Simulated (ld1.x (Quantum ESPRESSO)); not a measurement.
## u(r) = r·R(r): atom against pseudo-atom (O)

Columns: radius, all-electron u(r) and pseudo u(r) of the 2p shell (level -9.25 eV) of oxygen in the configuration [He] 2s1.5 2p4.5; PBE, non-relativistic, TM scheme, ld1.x (Quantum ESPRESSO) 7.5.

```
r (bohr)  all-electron  pseudo
   0.072        0.0594  0.0228
   0.145        0.1847  0.0898
   0.217        0.3231  0.1917
   0.290        0.4551  0.3195
   0.362        0.5672  0.4558
   0.435        0.6597  0.5896
   0.507        0.7306  0.7048
   0.580        0.7833  0.7957
   0.652        0.8182  0.8562
   0.725        0.8387  0.8888
   0.798        0.8468  0.8970
   0.870        0.8451  0.8874
   0.942        0.8357  0.8665
   1.015        0.8200  0.8393
   1.088        0.7998  0.8099
   1.160        0.7765  0.7807
   1.232        0.7508  0.7521
   1.305        0.7232  0.7234
   1.378        0.6946  0.6947
   1.450        0.6660  0.6660
   1.522        0.6373  0.6373
   1.595        0.6084  0.6084
   1.668        0.5799  0.5799
   1.740        0.5525  0.5525
   1.812        0.5257  0.5257
   1.885        0.4995  0.4995
```

**Question.** How many radial nodes do the two functions have?

**Answer.** The all-electron 2p function has n − l − 1 = 0; the pseudo-wave has 0.

**Question.** At about which radius was the pseudo-wave matched?

**Answer.** 1.45 bohr. The columns agree to 0.0005 from 1.30 bohr on; several derivatives are matched, so the curves merge somewhat inside the radius.

**Question.** Is the pseudo-wave norm-conserving?

**Answer.** Yes: the TM scheme keeps the norm inside the radius equal to the all-electron one, which fixes the energy derivative of the logarithmic derivative at the level.
